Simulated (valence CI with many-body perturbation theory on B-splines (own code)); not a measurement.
## How close is CI+MBPT for Ce II?

Calculated by relativistic CI+MBPT: three valence electrons over a frozen Dirac-Fock core [Xe], radial functions for each j: 8 s, 8 p, 9 d, 9 f, 6 g, 3 h, 2 i, with the one-electron correlation potential Σ1, the two-electron term Σ2, the three-electron term Σ3, Breit, model QED; selected CI, second order for the rest (own B-spline code, finite nucleus).

Set against measurement, 50 paired levels are off by 524 cm⁻¹ on average, the worst by 1199. These come from a selection out of the NIST Handbook of Basic Atomic Spectroscopic Data. Levels without a partner in it may be off by more, other configurations by several thousand cm⁻¹. 7 measured levels below the end of the list, from 4323 cm⁻¹ on, found no clear computed partner.

Measured levels: NIST Handbook of Basic Atomic Spectroscopic Data (Sansonetti and Martin, J. Phys. Chem. Ref. Data 34, 1559 (2005)). Pairs share parity and J, and are chosen by configuration, term and nearness in energy; levels without a clear partner are left out. Energies in cm⁻¹ above the measured ground level. The last column is blank where CI alone has no clear partner.

Names give the largest LS component (configuration and term), which can be under half, so a name can repeat, a term be missing and a line seem to break the LS rules; names also repeat where a configuration has a term twice. Letters in brackets count levels of one name in rising energy.

| Computed label | Label in the source | Measured | Computed | Difference | CI alone, difference |
| --- | --- | --- | --- | --- | --- |
| 4f 5d2 4H°_7/2 [a] | 4f(2F°) 5d2(3F) 4H° | 0 | 0.0 | 0 |  |
| 4f 5d2 4I°_9/2 | 4f(2F°) 5d2(3F) 4I° | 1410.3 | 1451.8 | +41 |  |
| 4f 5d 6s 2G°_9/2 [a] | 4f 5d(1G°) 6s | 2382.2 | 3000.0 | +618 |  |
| 4f 5d2 4I°_11/2 | 4f(2F°) 5d2(3F) 4I° | 2563.2 | 2610.1 | +47 |  |
| 4f 5d2 4H°_9/2 | 4f(2F°) 5d2(3F) 4H° | 2581.3 | 2468.6 | -113 |  |
| 4f 5d 6s 4F°_3/2 | 4f 5d(3F°) 6s 4F° | 2595.6 | 3315.3 | +720 | -6891 |
| 4f 5d2 2F°_5/2 | 4f 5d(3F°) 6s | 2634.7 | 3010.9 | +376 |  |
| 4f 5d 6s 2G°_7/2 [a] | 4f 5d(1G°) 6s | 2641.6 | 3204.7 | +563 |  |
| 4f 5d2 4H°_11/2 | 4f(2F°) 5d2(3F) 4H° | 2879.7 | 2879.7 | 0 |  |
| 4f 5d 6s 4F°_5/2 | 4f 5d(3F°) 6s 4F° | 3363.4 | 3873.8 | +510 |  |
| 4f 5d2 2S°_1/2 | 4f(2F°) 5d2(3F) 2S° | 3508.5 | 3594.2 | +86 |  |
| 4f 5d 6s 2G°_9/2 [b] | 4f 5d(1G°) 6s | 3593.9 | 4017.7 | +424 |  |
| 4f 5d2 4D°_3/2 | 4f(2F°) 5d2(3F) 4D° | 3745.5 | 3822.4 | +77 |  |
| 4f 5d2 4I°_13/2 | 4f(2F°) 5d2(3F) 4I° | 3793.6 | 3820.4 | +27 |  |
| 4f2 6s 4H_7/2 | 4f2(3H) 6s 4H | 3854.0 | 5015.5 | +1161 |  |
| 4f 5d 6s 4H°_7/2 | 4f 5d(3H°) 6s 4H° | 3995.5 | 4704.2 | +709 |  |
| 4f2 6s 4H_9/2 | 4f2(3H) 6s 4H | 4165.6 | 5363.3 | +1198 |  |
| 4f 5d2 4F°_3/2 | 4f(2F°) 5d2(3F) 4F° | 4201.9 | 4590.5 | +389 |  |
| 4f 5d2 4H°_13/2 | 4f(2F°) 5d2(3F) 4H° | 4203.9 | 4218.2 | +14 |  |
| 4f 5d 6s 2G°_7/2 [b] | 4f 5d(3G°) 6s | 4266.4 | 5142.6 | +876 |  |
| 4f 5d 6s 4F°_7/2 | 4f 5d(3F°) 6s 4F° | 4459.9 | 5076.8 | +617 |  |
| 4f 5d 6s 4G°_5/2 | 4f 5d(3G°) 6s 4G° | 4511.3 | 5604.6 | +1093 |  |
| 4f 5d 6s 4H°_9/2 | 4f 5d(3H°) 6s 4H° | 4523.0 | 5302.8 | +780 |  |
| 4f 5d2 2H°_11/2 | 4f 5d(3H°) 6s | 4911.0 | 5301.7 | +391 |  |
| 4f 5d2 4F°_5/2 | 4f(2F°) 5d2(3F) 4F° | 5010.9 | 5353.5 | +343 |  |
| 4f 5d 6s 2D°_5/2 [a] | 4f 5d(1D°) 6s | 5118.8 | 5784.6 | +666 |  |
| 4f 5d2 4F°_7/2 | 4f(2F°) 5d2(3F) 4G° | 5437.4 | 6174.4 | +737 |  |
| 4f 5d2 4I°_15/2 | 4f(2F°) 5d2(3F) 4I° | 5455.8 | 5502.8 | +47 | -1246 |
| 4f2 6s 4H_11/2 | 4f2(3H) 6s 4H | 5513.7 | 6704.4 | +1191 |  |
| 4f2 6s 2H_9/2 | 4f2(3H) 6s 2H | 5616.7 | 6816.1 | +1199 |  |
| 4f 5d 6s 4H°_11/2 | 4f 5d(3H°) 6s 4H° | 5651.4 | 6376.9 | +726 |  |
| 4f 5d 6s 4F°_9/2 | 4f 5d(3F°) 6s 4F° | 5675.8 | 6438.3 | +763 | -7807 |
| 4f 5d 6s 2G°_9/2 [c] | 4f 5d(3G°) 6s | 5819.1 | 6500.2 | +681 |  |
| 4f 5d2 4G°_7/2 [a] | 4f(2F°) 5d2(3F) 4F° | 5964.9 | 6242.8 | +278 |  |
| 4f 5d2 4G°_9/2 | 4f(2F°) 5d2(3F) 4G° | 6389.9 | 7124.2 | +734 |  |
| 4f 5d2 2D°_5/2 | 4f 5d(3F°) 6s | 6517.6 | 7035.9 | +518 |  |
| 4f 5d 6s 2D°_3/2 [b] | 4f 5d(3D°) 6s | 6521.3 | 7448.7 | +927 |  |
| 4f 5d 6s 2D°_5/2 [b] | 4f 5d(3F°) 6s | 6549.9 | 7171.1 | +621 |  |
| 4f 5d 6s 4H°_13/2 | 4f 5d(3H°) 6s 4H° | 6913.4 | 7810.8 | +897 |  |
| 4f2 6s 4H_13/2 | 4f2(3H) 6s 4H | 6967.5 | 8152.1 | +1185 |  |
| 4f2 5d 2H_9/2 | 4f2(3H) 5d 2H | 7011.8 | 7232.1 | +220 |  |
| 4f 5d2 4F°_9/2 | 4f(2F°) 5d2(3F) 4F° | 7059.1 | 7214.2 | +155 |  |
| 4f2 5d 4K_11/2 | 4f2(3H) 5d 4K | 7092.3 | 7026.2 | -66 |  |
| 4f 5d2 4G°_5/2 [b] | 4f(2F°) 5d2(3P) 4G° | 7202.5 | 7512.3 | +310 |  |
| 4f 5d2 4G°_11/2 | 4f 5d(3G°) 6s 4G° | 7233.6 | 8120.3 | +887 |  |
| 4f 5d 6s 2F°_7/2 | 4f 5d(3F°) 6s | 7259.1 | 7867.1 | +608 |  |
| 4f 5d2 4P°_3/2 | 4f(2F°) 5d2(3F) 4P° | 7278.9 | 7702.0 | +423 |  |
| 4f 5d2 2I°_13/2 | 4f(2F°) 5d2(3F) 2I° | 7293.9 | 7309.2 | +15 | -1398 |
| 4f 5d2 4P°_1/2 | 4f(2F°) 5d2(3F) 4P° | 7522.5 | 7897.2 | +375 |  |
| 4f 5d2 4P°_5/2 | 4f(2F°) 5d2(3F) 4P° | 7746.2 | 8226.7 | +480 |  |
| 4f 5d2 4G°_7/2 [b] | 4f(2F°) 5d2(3P) 4G° | 7878.3 | 8213.4 | +335 |  |

Over 50 excited levels the mean absolute difference is 524 cm⁻¹, the median 514 and the largest 1199. For the 4 levels that pair on every rung the mean is CI alone 4336, + Σ1 2821, + Σ2 441, + Σ3 465, + Breit 346, + QED 386. The comparison draws on a selection of the measured levels: 51 of the 65 computed ones have a partner in it, and others may be off by more.

These 7 measured levels below the end of the computed list are not counted above. Beside each stands the unpaired computed level of its name, or else the nearest of its J and parity; the gap is either an error of the method or a doubtful assignment.

```tsv
Label in the source	J	Measured	Unpaired level	Computed
4f 5d(3G°) 6s	5/2	4323	4f 5d2 4D°_5/2	4812
4f 5d(3D°) 6s 4D°	1/2	7062	4f 5d2 2P°_1/2 [b]	5446
4f2(3H) 6s 2H	11/2	7341	none	
4f2(3F) 6s 4F	3/2	7455	none	
4f(2F°) 5d2(3F) 4G°	11/2	7523	4f 5d2 2I°_11/2	5977
4f2(3F) 6s 4F	5/2	7722	none	
4f 5d(3D°) 6s 4D°	3/2	7818	4f 5d2 2P°_3/2	6212
```
